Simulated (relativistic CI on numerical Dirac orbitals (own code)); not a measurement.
Computed by Dirac-Coulomb-Breit CI, separate exchange-only KLI orbitals for each configuration, model QED, unscaled Slater integrals (own radial code, finite nucleus).

The strongest absorption lines from the ground level of an ion, among the configurations computed and to levels below about 2850 eV (vacuum wavelength in Å, gf): 6.3018 (0.064), 6.4417 (0.065), 8.8880 (0.16), 9.4096 (0.21), 44.451 (1.1), 107.38 (0.22).

Problem. Which ion is it?
A. Ac LXI
B. Tl LIII
C. Tl LV
D. At LVII

Solution. B. Tl LIII has 29 electrons and the ground level 3d10 4s 2S_1/2; the strongest line goes to 3d10 4p 2P°_3/2. The pattern of lines fixes the number of electrons, and along that sequence the line energies rise steadily with the charge (about as its square where n changes within one kind of shell, about linearly where n is kept but much faster in heavy ions where fine structure, which grows about as Z⁴, sets the gap, and irregularly where shells cross), which fixes Z. Configurations outside the model, such as inner-shell arrays, can give stronger lines. At this charge energies of transitions that change n are usually good to better than 1 %, and those within a shell (Δn = 0) to a few per cent.

LS names give the leading component of a level, which can be under half, so a name can repeat, a term be missing and a line seem to break the LS rules.
